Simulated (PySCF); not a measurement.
# Worked example: chemical shift, span and skew from a shielding tensor

Si(H)(NH2) (H3NSi), SMILES N[SiH] (connectivity only; charge and spin as stated), neutral, multiplicity 1. Atoms are numbered in the order given.

```xyz
5

Si     0.1137     0.6782     0.0000
H     -1.3987     0.9083     0.0000
N     -0.0169    -1.0304     0.0000
H     -0.8728    -1.5650     0.0000
H      0.7981    -1.6255     0.0000
```

Geometry optimised at B3LYP-D3(BJ)/def2-TZVP.

GIAO shieldings from PySCF with PBE0/pcSseg-2, non-relativistic, no solvent. The symmetric part of the tensor of Si1 has the principal values -544.4, 253.6, 346.6 ppm. The same nucleus in TMS has σ = 341.9 ppm at this level (PySCF, at its B3LYP-D3(BJ)/def2-TZVP geometry).

Problem. Work out the isotropic shielding, the ²⁹Si shift against TMS, the span and the skew.

Solution. 
σ(iso) = (σ11 + σ22 + σ33)/3 = 18.6 ppm. δ = σ(ref) − σ(iso) = 341.9 − (18.6) = 323.3 ppm.
Span Ω = σ33 − σ11 = 891.0 ppm. Skew κ = 3(σ(iso) − σ22)/Ω = -0.79. Tumbling in solution averages the tensor to δ; in a static solid the shielding alone would spread this spin-1/2 line over Ω.
